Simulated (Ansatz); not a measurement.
O2S2, SMILES O=S(=O)=S.

Coordinates come from a B3LYP-D3(BJ)/def2-SVP optimisation.

Two levels are set side by side: PBE/def2-SVPD (Ansatz, a first-principles code) and ωB97X-V/def2-SVPD (Ansatz). Energy differences of separate SCF runs at the same geometry; the states with an electron removed or added have multiplicity 2 and 2. Differences are taken from unrounded values.

```tsv
quantity	ωB97X-V	PBE	PBE minus ωB97X-V
vertical ionisation energy (eV)	11.10	10.68	-0.42
vertical electron affinity (eV)	1.65	1.26	-0.39
vertical singlet–triplet gap (eV)	2.87	2.80	-0.07
```
